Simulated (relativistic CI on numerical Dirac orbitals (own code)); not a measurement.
**Energy levels of Cs³⁰⁺**

Calculated at this level of theory: Dirac-Coulomb-Breit CI, orbitals from a KLI potential per configuration, QED by a radiative potential, unscaled Slater integrals (own radial code, finite nucleus).

Configurations in the expansion (outside the closed core [Ne]): 3s2 3p6 3d7, 3s2 3p5 3d8, 3s2 3p4 3d9, 3s 3p6 3d8, 3p6 3d9, 3s 3p5 3d9, 3s2 3p6 3d6 4s, 3s2 3p6 3d6 4p, 3s2 3p6 3d6 4d, 3s2 3p4 3d8 4s, 3s2 3p4 3d8 4p, 3s2 3p5 3d7 4s, 3s2 3p6 3d6 4f, 3s2 3p4 3d8 4d, 3s2 3p5 3d7 4p, 3s 3p5 3d8 4s, 3s2 3p6 3d5 4s2, 3s 3p5 3d8 4p, 3s2 3p6 3d5 4s 4p, 3s2 3p5 3d7 4d, 3s 3p6 3d7 4s, 3s2 3p6 3d6 5s, 3s 3p5 3d8 4d, 3p6 3d8 4s, 3s2 3p6 3d5 4p2, 3s2 3p6 3d6 5p, 3s2 3p6 3d5 4s 4d, 3s 3p6 3d7 4p, 3p6 3d8 4p, 3s2 3p6 3d6 5d, 3s2 3p5 3d6 4s2, 3s2 3p6 3d6 5f, 3s2 3p6 3d6 5g, 3p6 3d8 4d, 3s2 3p6 3d6 6s, 3s 3p6 3d6 4s2. Levels of other configurations are missing.

The lowest level is 3s2 3p6 3d7 4F_9/2, with 75 % of that term; Hund's rules for 3s2 3p6 3d7 give 4F with J = 9/2, in agreement.

```csv
No.,Configuration,Term,J,E (eV),%,Next component (%),Lifetime (s)
1,3s2 3p6 3d7,4F,9/2,0.000,75,23 2G,
2,3s2 3p6 3d7,2P,3/2,8.205,47,24 2D,
3,3s2 3p6 3d7,2D,5/2,10.610,43,30 4F,9.64e-02
4,3s2 3p6 3d7,4F,7/2,13.478,92,7 2G,2.75e-05
5,3s2 3p6 3d7,4F,3/2,19.493,46,30 4P,4.50e-05
6,3s2 3p6 3d7,2G,9/2,19.764,47,31 2H,3.16e-05
7,3s2 3p6 3d7,4P,5/2,20.631,65,31 4F,6.18e-05
8,3s2 3p6 3d7,4P,1/2,22.650,56,44 2P,3.69e-05
9,3s2 3p6 3d7,2H,11/2,25.185,100,,3.85e-04
10,3s2 3p6 3d7,2G,7/2,27.216,71,25 2F,8.63e-05
11,3s2 3p6 3d7,2F,5/2,33.289,65,34 2D,6.02e-05
12,3s2 3p6 3d7,4F,5/2,33.600,38,37 2D,1.01e-05
13,3s2 3p6 3d7,4P,3/2,34.443,40,31 4F,1.48e-05
14,3s2 3p6 3d7,2P,1/2,38.441,56,44 4P,1.89e-05
15,3s2 3p6 3d7,2H,9/2,39.135,67,30 2G,2.07e-05
16,3s2 3p6 3d7,2D,3/2,42.742,74,19 2P,3.03e-05
17,3s2 3p6 3d7,2F,7/2,43.057,74,22 2G,2.01e-05
18,3s2 3p6 3d7,2D,3/2,56.729,71,11 4F,6.05e-06
19,3s2 3p6 3d7,2D,5/2,57.983,81,14 2F,1.01e-05
20,3p5 3d8(3F),4G°,11/2,237.306,97,3 2H°,1.96e-11
21,3p5 3d8(1D),2D°,5/2,245.559,59,22 2F°,5.71e-12
22,3p5 3d8(1D),2F°,7/2,245.749,64,26 4D°,9.89e-12
23,3p5 3d8(3F),4F°,9/2,251.103,60,23 4G°,2.32e-12
24,3p5 3d8(3P),2S°,1/2,257.576,53,24 2P°,1.97e-12
25,3p5 3d8(3F),4G°,9/2,258.498,56,39 2G°,4.57e-12
26,3p5 3d8(3P),4D°,7/2,262.243,38,38 4F°,3.44e-12
27,3p5 3d8(1D),2D°,3/2,262.491,44,35 4D°,3.97e-12
28,3p5 3d8(3P),4D°,7/2,264.405,66,18 4F°,1.23e-12
29,3p5 3d8(3F),4D°,5/2,264.833,39,23 2D°,3.09e-12
30,3p5 3d8(3P),4P°,5/2,268.393,51,23 2F°,3.49e-12
```

Energies count from the lowest computed level; ° marks odd parity; lifetimes are radiative, by E1, M1, E2, M2 decay to levels of this space only; some are left blank where a channel outside the calculation adds to the decay or the decay crosses a small, uncertain gap. Percentages are summed over parent terms; the parents shown are those of the largest component, closed shells are left out there.

The mean weight of the leading LS term, summed over parents, in these 30 levels is 61 %, and that of the leading jj configuration (from the same eigenvectors) 85 %, so jj coupling describes them better and the LS labels are nominal.

At this charge energies of transitions that change n are usually good to better than 1 %, and those within a shell (Δn = 0) to a few per cent. Terms inside the open d or f shell come out 10 to 20 % too wide with unscaled integrals.

LS names give the leading component of a level, which can be under half, so a name can repeat, a term be missing and a line seem to break the LS rules.
